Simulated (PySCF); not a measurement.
A structure optimised at B3LYP-D3(BJ)/def2-SVP, used in a PySCF frequency run:

```xyz
4

Zn    -0.0081     0.0153     0.0000
Br     0.0038     2.2702     0.0000
Se    -0.0390    -2.2825     0.0000
H      1.4392    -2.3116     0.0000
```
Charge 0, spin multiplicity 1.

Task: Write its SMILES, formula and point group.

Result: [SeH][Zn][Br], BrHSeZn, Cs

Task: What are its rotational constants (standard atomic weights)?

Result: 232.34, 0.60987, 0.60828 GHz
